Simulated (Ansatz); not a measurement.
`BN(B)CC=C` + `N=C(N)F` → `BNC(=N)F` + `BNCC=C`  (ligand exchange at a B–N bond)

Gas-phase electronic energies from Ansatz, PBE0-D4/def2-TZVP geometries. CBS: MP2 limit from def2 TZ/QZ plus the TZ coupled-cluster correction, frozen cores. Functionals use def2-TZVPP. HSE06 is defined as in plane-wave codes. One conformer a species, not always the lowest.

Q: Is it downhill or uphill in electronic energy at CCSD(T)/CBS, and by how much? (Best estimate.)

A: Computed: Downhill: ΔE = -25.4 kJ/mol.

Q: What do these levels give: revPBE-D4, r2SCAN-D4, BHLYP-D4, r2SCAN, HSE06, CCSD(T)/def2-TZVPP? (Best estimate.)

A: The calculation gave: revPBE-D4 -25.6, r2SCAN-D4 -25.1, BHLYP-D4 -23.6, r2SCAN -26.2, HSE06 -29.4, CCSD(T)/def2-TZVPP -25.9 kJ/mol.

Q: What do rigid-rotor, harmonic-oscillator terms from PBE0-D4/def2-TZVP frequencies (298.15 K, 1 bar) make of the CCSD(T)/CBS value? (Estimate.)

A: Computed: ΔZPE = +2.6 kJ/mol, ΔH = -22.9 kJ/mol, ΔS = 5 J/(mol·K), ΔG = -24.3 kJ/mol.

Largest T1 diagnostic among the species: 0.014.

From PBE to PBE0 (25 % exact exchange), in def2-TZVPP and without D4, ΔE moves by +4.1 kJ/mol. At CCSD(T), def2-SVP lies −11.3 kJ/mol from the extrapolated value and def2-TZVPP −0.5 kJ/mol.
